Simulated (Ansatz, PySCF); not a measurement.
Energy difference R1 → 1.5 P1 + 0.5 P2, each structure at its B3LYP-D3(BJ)/def2-TZVP stationary point, reached from a drawn start (curvature not checked).
R1: C2H2 (SMILES C#C), charge 0, multiplicity 1.
P1: C atom, charge 0, multiplicity 3.
P2: CH4 (SMILES C), charge 0, multiplicity 1.

P less R. No zero-point or thermal terms; singlets are restricted closed shells; open shells are unrestricted; no spin–orbit coupling.

Frozen-core correlation throughout.

Run with Ansatz (an electronic-structure program); PySCF for M06-2X. All values are computed, each at the level named.

```json
[
 {"level": "HF/cc-pVQZ", "reaction energy (kcal/mol)": "129.83"},
 {"level": "SVWN5/def2-TZVPP", "reaction energy (kcal/mol)": "228.32"},
 {"level": "PBE/def2-TZVPP", "reaction energy (kcal/mol)": "204.47"},
 {"level": "r2SCAN/def2-TZVPP", "reaction energy (kcal/mol)": "192.86"},
 {"level": "BHLYP/def2-TZVPP", "reaction energy (kcal/mol)": "180.71"},
 {"level": "M06-2X/def2-TZVPP", "reaction energy (kcal/mol)": "195.31"},
 {"level": "CCSD/cc-pVQZ", "reaction energy (kcal/mol)": "184.08"},
 {"level": "CCSD(T)/cc-pVTZ", "reaction energy (kcal/mol)": "186.46"},
 {"level": "CCSD(T)/cc-pVQZ", "reaction energy (kcal/mol)": "___"}
]
```

Q: What belongs in the gaps?

A: 
- CCSD(T)/cc-pVQZ, reaction energy (kcal/mol): 190.69
